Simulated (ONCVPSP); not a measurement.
# What one change does to a pseudopotential (arsenic (As), ONCV)

As (Z = 33), optimised norm-conserving Vanderbilt (ONCV), made with ONCVPSP 4.0.1 (PBE, scalar-relativistic). Core [Ar], reference 3d10 4s1.75 4p3.25. Waves: 4s: rc 1.75 bohr, ncon 4, nbas 9, qcut 3.3 1/bohr, 3 projectors, debl 3.3 Ha; 4p: rc 1.75 bohr, ncon 4, nbas 7, qcut 5.6 1/bohr, 1 projector; 3d: rc 0.70 bohr, ncon 5, nbas 10, qcut 25.3 1/bohr, 3 projectors, debl 2.8 Ha. Local part: polynomial inside 0.70 bohr (lpopt 2, dvloc0 3 Ha). Core correction: Teter function, fcfact 2.75, rcfact 1.25.

Change: all radii but the core radius scaled by about 1.26 (s 2.20, p 2.20, d 0.88 bohr); local potential polynomial inside 0.88 bohr (lpopt 2, dvloc0 3 Ha).

Cutoffs: the cutoffs (Ha) at which the residual kinetic energy of the hardest occupied pseudo-wave falls to 1 and 0.1 mHa per electron; they do not see the model core or the augmentation charge, which bear on the density cutoff. Errors are all-electron minus pseudo energies relative to the spin-unpolarised reference configuration.

Task: Predict the effect on cutoff, ghosts and configuration errors.

Result: The potential gets softer (233 Ha and 264 Ha → 177 Ha and 202 Ha); the lowest positive-energy flag moves from p at 36.7 eV to s at 214.7 eV; of the 4 tests that both files solve, the error grows in 4 and shrinks in 0 by more than 15 % and 0.3 meV (median size 1.6 → 3.8 meV); neither file shows a bound ghost. A larger radius leaves more room for a smooth pseudo-wave, so fewer plane waves are needed. More of the atom is replaced by a form fitted at one configuration, so other configurations suffer.

```tsv
quantity	base	changed
cutoff, loose	233 Ha	177 Ha
cutoff, tight	264 Ha	202 Ha
loose cutoff by channel	s 43 Ha, p 9.5 Ha, d 233 Ha	s 6.8 Ha, p 8.2 Ha, d 177 Ha
bound ghosts	none	none
GHOST(+) flags under 300 eV	p at 36.7 eV, s at 210.0 eV	s at 214.7 eV
error for 3d10 4s2 4p3, meV [ΔE -2.33 eV]	-0.2	-1.7
error for 3d10 4s2 4p2, meV [ΔE 6.82 eV]	-0.8	-1.8
error for 3d10 4s2 4p1, meV [ΔE 24.74 eV]	+2.4	+5.8
error for 3d10 4s1 4p4, meV [ΔE 7.09 eV]	-4.3	-18
rms error of d²Exc/dni dnj with the model core, mHa	4.16	4.18
```
